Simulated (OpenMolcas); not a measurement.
V+: effect of the active space

```json
{
  "Program": "OpenMolcas 26.06",
  "Method": "CASSCF or its RAS form",
  "Basis": "ANO-RCC-VTZP",
  "Scalar Hamiltonian": "DKH2, point nucleus",
  "Spin-orbit coupling": "RASSI with atomic mean-field integrals over the reference wave functions, term energies averaged over their components"
}
```

A. 4 electrons in 5 orbitals (3d); 2S+1 = 5 even, 5 roots; 2S+1 = 3 even, 45 roots; 2S+1 = 1 even, 50 roots (44 in the spin-orbit step); cost about 28 core-seconds
B. 4 electrons in 6 orbitals (3d 4s); 2S+1 = 5 even, 15 roots; 2S+1 = 3 even, 80 roots; 2S+1 = 1 even, 70 roots; cost about 50 core-seconds
C. 4 electrons in 9 orbitals (RAS2 3d 4s; RAS3 4p, at most 2 electrons); 2S+1 = 5 even, 15 roots; 2S+1 = 3 even, 87 roots kept (CI in the orbitals of an earlier block, 80 in the spin-orbit step); 2S+1 = 1 even, 70 roots kept (CI in the orbitals of an earlier block, 63 in the spin-orbit step); 2S+1 = 5 odd, 30 roots (29 in the spin-orbit step); 2S+1 = 3 odd, 89 roots kept (CI in the orbitals of an earlier block, 32 in the spin-orbit step); 2S+1 = 1 odd, 76 roots kept (CI in the orbitals of an earlier block, 0 in the spin-orbit step); cost roughly 2 core-minutes
D. 4 electrons in 11 orbitals (3d 4s 4d); 2S+1 = 5 even, 15 roots; 2S+1 = 3 even, 49 roots kept (CI in the orbitals of an earlier block); 2S+1 = 1 even, 9 roots kept (CI in the orbitals of an earlier block); cost of the order of 40 core-seconds

Energies in eV above 3d4 5D0, the measured ground level; measured values from NIST Handbook of Basic Atomic Spectroscopic Data.

| Level | A | B | C | D | Measured |
| --- | --- | --- | --- | --- | --- |
| 3d4 5D0 | 0.0000 | 0.0000 | 0.0000 | 0.0000 | 0.0000 |
| 3d4 5D1 | 0.0048 | 0.0053 | 0.0052 | 0.0048 | 0.0045 |
| 3d4 5D2 | 0.0143 | 0.0156 | 0.0156 | 0.0143 | 0.0132 |
| 3d4 5D3 | 0.0282 | 0.0309 | 0.0309 | 0.0283 | 0.0259 |
| 3d4 5D4 | 0.0464 | 0.0507 | 0.0507 | 0.0466 | 0.0421 |
| 3d4 3H4 | 1.9569 | 1.7417 | 2.1561 | 1.8081 |  |
| 3d4 3H5 | 1.9665 | 1.7525 | 2.1669 | 1.8186 |  |
| 3d4 3H6 | 1.9776 | 1.7644 | 2.1793 | 1.8319 |  |

B puts 3d3 4s 5F1 lowest. C puts 3d3 4s 5F1 lowest.

Deviations, from unrounded energies. A percentage is the sum of absolute deviations over the sum of measured energies, with the sign that they share, or ± where signs differ.

```tsv
Against measurement	Levels	A	B	C	D
mean absolute deviation (cm-1)	4	16	34	34	17
fine structure of the ground term (%)	4	+9.4	+19.7	+19.6	+9.8
```

A, D lie about equally close to measurement and B furthest from it. The largest miss of A in the table is 3d4 5D4, by +35 cm-1. The ranking rests on the paired levels alone, and a cruder setting can come out closer through cancelling errors.

The spin-orbit steps hold different terms of 3d4 (B lacks a 1G, a 3F, a 3P; C lacks 1F, a 1G, a 3F, a 3P; D lacks among others 1D, 1F, 1G, 1I, 1S), which shifts levels as well.

Among A to D the level of the table that moves most is 3d4 3H6, by 3300 cm-1 (lowest in B, highest in C).

Without dynamic correlation excited terms often stand tens of per cent too high (terms of higher spin than the ground term too low), and those without a measured partner can miss by more than the paired ones. Some high roots are left out of the spin-orbit mixing, which shifts the levels that they would mix with (holds for A; C). The lowest computed level is not the ground level that NIST lists (5D0) (holds for B; C). Configurations are named by rounded mean occupations; where the s occupation lies near a half they are strongly mixed, a name can repeat and a true partner stay unpaired (holds for B). Terms from blocks run as CI alone lack orbitals of their own (holds for C; D). Active for correlation alone: 4d; no level in the range computed is led by a configuration that fills it, so any true level of that kind is missing (holds for D). Computed and measured levels are paired by configuration, term and J; levels that our copy of the source lacks, or whose pairing is in doubt (as where it misses far off the trend of its configuration), stay unpaired and out of the deviations. Levels of configurations outside the active space are missing. The table leaves out levels that lie high or whose names do not pair safely across all columns.
